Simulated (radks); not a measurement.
The numbers below are computed, except where a source is named.
Species: Ge XXII. Configuration: [Ne] 3s1.

Code: a radial shooting solver on a logarithmic mesh with Libxc functionals. Model: non-relativistic Kohn-Sham, PBE, spin-polarised, spherical densities, point nucleus; open shells are filled with parallel spins first.

Energy parts (hartree):
part                       energy
total                 -1814.99319
kinetic                1814.55959
electron-nucleus      -3900.69390
Hartree                 323.23382
exchange-correlation    -52.09269

Orbitals (lengths in bohr, moments of r in powers of bohr; r(max) is where P^2 peaks):
| orbital | occ. | eigenvalue (hartree) | r(max) | <1/r> |
|---|---|---|---|---|
| 1s up | 1 | -430.2686 | 0.03158 | 31.52 |
| 1s down | 1 | -430.2249 | 0.03158 | 31.51 |
| 2s up | 1 | -80.71580 | 0.1781 | 7.038 |
| 2s down | 1 | -80.65192 | 0.1781 | 7.040 |
| 2p up | 3 | -75.66393 | 0.1413 | 6.995 |
| 2p down | 3 | -75.60832 | 0.1413 | 6.998 |
| 3s up | 1 | -31.35430 | 0.4902 | 2.809 |
| 3s down | 0 | -31.01199 | 0.4883 | 2.823 |

The highest occupied level is 3s up at -853.19 eV. For comparison, the ionisation energy in NIST's Atomic Spectra Database is 880.44 eV (semi-empirical). In exact Kohn-Sham theory the highest level is minus the ionisation energy, but local and semilocal functionals leave it too shallow, through self-interaction and a potential that decays too fast; potentials with the right tail come closer. Spin moment in Bohr magnetons: 1. The electron density at the nucleus is 2.25e+04 e/bohr^3. Summed over all electrons, <r^2> = 0.6560 bohr^2, which gives a Langevin (diamagnetic) susceptibility term of -0.52 x 10^-6 cm^3/mol. The density falls to 0.001 e/bohr^3 at r = 1.17 bohr. The spin density at the nucleus is 239.6 e/bohr^3 (1s 1.4, 2s -0.6, 3s 238.8), a Fermi contact field of 1.26e+04 T.
